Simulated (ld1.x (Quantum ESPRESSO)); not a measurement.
# An all-electron radial function and its pseudo partner (aluminium (Al))

Columns: radius, all-electron u(r) and pseudo u(r) of the 3p shell (level -2.72 eV) of aluminium in the configuration [Ne] 3s2 3p1; PBE, non-relativistic, TM scheme, ld1.x (Quantum ESPRESSO) 7.5.

| r (bohr) | all-electron | pseudo |
| --- | --- | --- |
| 0.093 | 0.0658 | -0.0026 |
| 0.185 | 0.1517 | -0.0102 |
| 0.278 | 0.2025 | -0.0227 |
| 0.370 | 0.2140 | -0.0391 |
| 0.463 | 0.1953 | -0.0591 |
| 0.555 | 0.1570 | -0.0815 |
| 0.648 | 0.1062 | -0.1059 |
| 0.740 | 0.0498 | -0.1311 |
| 0.833 | -0.0096 | -0.1573 |
| 0.925 | -0.0681 | -0.1836 |
| 1.018 | -0.1253 | -0.2108 |
| 1.110 | -0.1789 | -0.2384 |
| 1.203 | -0.2294 | -0.2674 |
| 1.295 | -0.2755 | -0.2974 |
| 1.388 | -0.3181 | -0.3289 |
| 1.480 | -0.3564 | -0.3607 |
| 1.573 | -0.3913 | -0.3926 |
| 1.665 | -0.4223 | -0.4225 |
| 1.758 | -0.4500 | -0.4500 |
| 1.850 | -0.4738 | -0.4738 |
| 1.943 | -0.4945 | -0.4945 |
| 2.035 | -0.5118 | -0.5118 |
| 2.128 | -0.5261 | -0.5261 |
| 2.220 | -0.5374 | -0.5374 |
| 2.313 | -0.5461 | -0.5461 |
| 2.405 | -0.5523 | -0.5523 |

How many radial nodes do the two functions have?

The all-electron 3p function has n − l − 1 = 1; the pseudo-wave has 0, since the states of the same l below it are removed with the core.

At about which radius was the pseudo-wave matched?

1.85 bohr. The columns agree to 0.0005 from 1.67 bohr on; several derivatives are matched, so the curves merge somewhat inside the radius.

Is the pseudo-wave norm-conserving?

Yes: the TM scheme keeps the norm inside the radius equal to the all-electron one, which fixes the energy derivative of the logarithmic derivative at the level.
